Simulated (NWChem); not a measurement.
Everything below was run with NWChem. System: CH3NO3Si, charge 0, spin multiplicity 1, displaced from the optimised geometry. The structure started from a generated list of species. Level: B3LYP/def2-SVP, VWN1-RPA local correlation.

Job file:

```
start mol
memory heap 200 mb stack 800 mb global 1000 mb
geometry units angstroms nocenter noautoz noautosym
  N      2.905207    -1.001679     0.282600
  C      1.769792    -0.849537    -0.027039
  O      0.521087    -0.713550    -0.399127
  Si    -0.728116     0.288490     0.323346
  O     -2.137697    -0.306539    -0.354878
  O     -0.531692     1.893732    -0.080042
  H     -0.576640     0.163891     1.808651
  H     -2.247030    -1.275512    -0.486751
  H     -0.751490     2.192592    -0.992338
end
basis spherical
  * library def2-svp
end
basis "cd basis" spherical
  * library weigend_coulomb_fitting
end
dft
  xc b3lyp
  semidirect memsize 60000000 filesize 0
  iterations 100
end
task dft gradient
```

NWChem printed:

```
             Northwest Computational Chemistry Package (NWChem) 7.3.0
             --------------------------------------------------------

                                NWChem Input Module
                                -------------------

 Scaling coordinates for geometry "geometry" by  1.889725989
 (inverse scale =  0.529177249)

                             Geometry "geometry" -> ""
                             -------------------------

 Output coordinates in angstroms (scale by  1.889725989 to convert to a.u.)

  No.       Tag          Charge          X              Y              Z
 ---- ---------------- ---------- -------------- -------------- --------------
    1 N                    7.0000     2.90520700    -1.00167900     0.28260000
    2 C                    6.0000     1.76979200    -0.84953700    -0.02703900
    3 O                    8.0000     0.52108700    -0.71355000    -0.39912700
    4 Si                  14.0000    -0.72811600     0.28849000     0.32334600
    5 O                    8.0000    -2.13769700    -0.30653900    -0.35487800
    6 O                    8.0000    -0.53169200     1.89373200    -0.08004200
    7 H                    1.0000    -0.57664000     0.16389100     1.80865100
    8 H                    1.0000    -2.24703000    -1.27551200    -0.48675100
    9 H                    1.0000    -0.75149000     2.19259200    -0.99233800

 Effective nuclear repulsion energy (a.u.)     282.5905730577

            Nuclear Dipole moment (a.u.)
            ----------------------------
        X                 Y               Z
 ---------------- ---------------- ----------------
     0.0000018897     0.0000000000    -0.0000075589


 Summary of "ao basis" -> "" (spherical)
 ------------------------------------------------------------------------------
       Tag                 Description            Shells   Functions and Types
 ---------------- ------------------------------  ------  ---------------------
 *                          def2-svp                  on all atoms

 Summary of "cd basis" -> "" (spherical)
 ------------------------------------------------------------------------------
       Tag                 Description            Shells   Functions and Types
 ---------------- ------------------------------  ------  ---------------------
 *                  weigend_coulomb_fitting           on all atoms

                                 NWChem DFT Module
                                 -----------------

 Summary of "ao basis" -> "ao basis" (spherical)
 ------------------------------------------------------------------------------
       Tag                 Description            Shells   Functions and Types
 ---------------- ------------------------------  ------  ---------------------
 N                          def2-svp                 6       14   3s2p1d
 C                          def2-svp                 6       14   3s2p1d
 O                          def2-svp                 6       14   3s2p1d
 Si                         def2-svp                 8       18   4s3p1d
 H                          def2-svp                 3        5   2s1p

 Summary of "cd basis" -> "cd basis" (spherical)
 ------------------------------------------------------------------------------
       Tag                 Description            Shells   Functions and Types
 ---------------- ------------------------------  ------  ---------------------
 N                  weigend coulomb fitting         15       49   6s4p3d1f1g
[...]
   Bfn.  Coefficient  Atom+Function         Bfn.  Coefficient  Atom+Function
  ----- ------------  ---------------      ----- ------------  ---------------
    17      0.765946  2 C  s                 54     -0.698012  4 Si py
     3     -0.618906  1 N  s                 53      0.565628  4 Si px
    31     -0.545290  3 O  s                 46      0.407764  4 Si s
    77      0.379254  6 O  s                 21      0.376877  2 C  px
   100     -0.306626  9 H  s                  7      0.234059  1 N  px

 center of mass
 --------------
 x =   0.06450698 y =  -0.01955978 z =  -0.00592789

 moments of inertia (a.u.)
 ------------------
         399.215838859030         268.079907752893         -52.272951116453
         268.079907752893         970.184196217313          -5.429897584079
         -52.272951116453          -5.429897584079        1274.809416332815

     Multipole analysis of the density
     ---------------------------------

     L   x y z        total         alpha         beta         nuclear
     -   - - -        -----         -----         ----         -------
     0   0 0 0     -0.000000    -27.000000    -27.000000     54.000000

     1   1 0 0     -1.809593     -0.904798     -0.904798      0.000002
     1   0 1 0      0.091707      0.045854      0.045854      0.000000
     1   0 0 1     -0.443103     -0.221548     -0.221548     -0.000008

     2   2 0 0    -39.939290   -256.079354   -256.079354    472.219417
     2   1 1 0      4.811240     68.462826     68.462826   -132.114413
     2   1 0 1     -0.719068    -14.118887    -14.118887     27.518706
     2   0 2 0    -28.440023   -107.951435   -107.951435    187.462847
     2   0 1 1     -1.856633     -1.177864     -1.177864      0.499095
     2   0 0 2    -28.492664    -30.054045    -30.054045     31.615426

            General Information
            -------------------
          SCF calculation type: DFT
          Wavefunction type:  closed shell.
          No. of atoms     :     9
          No. of electrons :    54
           Alpha electrons :    27
            Beta electrons :    27
          Charge           :     0
          Spin multiplicity:     1
          Use of symmetry is: off; symmetry adaption is: off
          Maximum number of iterations: 100
          AO basis - number of functions:   103
                     number of shells:    47
          A Charge density fitting basis will be used.
          CD basis - number of functions:   329
                     number of shells:   107
          Convergence on energy requested:  1.00D-06
          Convergence on density requested:  1.00D-05
          Convergence on gradient requested:  5.00D-04

              XC Information
              --------------
                         B3LYP Method XC Potential
                     Hartree-Fock (Exact) Exchange  0.200
                        Slater Exchange Functional  0.800 local
                    Becke 1988 Exchange Functional  0.720 non-local
              Lee-Yang-Parr Correlation Functional  0.810
                  VWN I RPA Correlation Functional  0.190 local

             Grid Information
             ----------------
          Grid used for XC integration:  medium
          Radial quadrature: Mura-Knowles
          Angular quadrature: Lebedev.
          Tag              B.-S. Rad. Rad. Pts. Rad. Cut. Ang. Pts.
          ---              ---------- --------- --------- ---------
          N                   0.65       49          12.0       434
          C                   0.70       49          11.0       434
          O                   0.60       49          12.0       434
          Si                  1.10       88          10.0       590
          H                   0.35       45          11.0       434
          Grid pruning is: on
          Number of quadrature shells:   468
          Spatial weights used:  Erf1

          Convergence Information
          -----------------------
          Convergence aids based upon iterative change in
          total energy or number of iterations.
          Levelshifting, if invoked, occurs when the
          HOMO/LUMO gap drops below (HL_TOL):  1.00D-02
          DIIS, if invoked, will attempt to extrapolate
          using up to (NFOCK): 10 stored Fock matrices.

                    Damping( 0%)  Levelshifting(0.5)       DIIS
                  --------------- ------------------- ---------------
          dE  on:    start            ASAP                start
          dE off:    2 iters        100 iters           100 iters

      Screening Tolerance Information
      -------------------------------
          Density screening/tol_rho:  1.00D-10
          AO Gaussian exp screening on grid/accAOfunc:  14
          CD Gaussian exp screening on grid/accCDfunc:  20
          XC Gaussian exp screening on grid/accXCfunc:  20
          Schwarz screening/accCoul:  1.00D-08

  int_init: cando_txs set to always be  F
  intd_init: cando_txs set to always be  F

                            NWChem DFT Gradient Module
                            --------------------------

  charge          =   0.00
  wavefunction    = closed shell

                         DFT ENERGY GRADIENTS

    atom               coordinates                        gradient
                 x          y          z           x          y          z
   1 N       5.490045  -1.892899   0.534037    0.048225  -0.006320   0.013297
   2 C       3.344422  -1.605392  -0.051096   -0.020530   0.002170  -0.006504
   3 O       0.984712  -1.348414  -0.754241   -0.015213  -0.004362  -0.011961
   4 Si     -1.375940   0.545167   0.611035    0.001968  -0.002534   0.008664
   5 O      -4.039662  -0.579275  -0.670622   -0.014434   0.008737  -0.005163
   6 O      -1.004752   3.578635  -0.151257    0.006108   0.013804   0.010103
   7 H      -1.089692   0.309709   3.417855    0.001166  -0.001208   0.010808
   8 H      -4.246271  -2.410368  -0.919826   -0.003687  -0.017434  -0.003040
   9 H      -1.420110   4.143398  -1.875247   -0.003604   0.007147  -0.016204

                 ----------------------------------------
                 |  Time  |  1-e(secs)   |  2-e(secs)   |
                 ----------------------------------------
                 |  CPU   |       0.01   |       4.38   |
                 ----------------------------------------
                 |  WALL  |       0.01   |       4.38   |
                 ----------------------------------------

 Task  times  cpu:       15.7s     wall:       15.7s

 Total times  cpu:       15.8s     wall:       15.8s
```
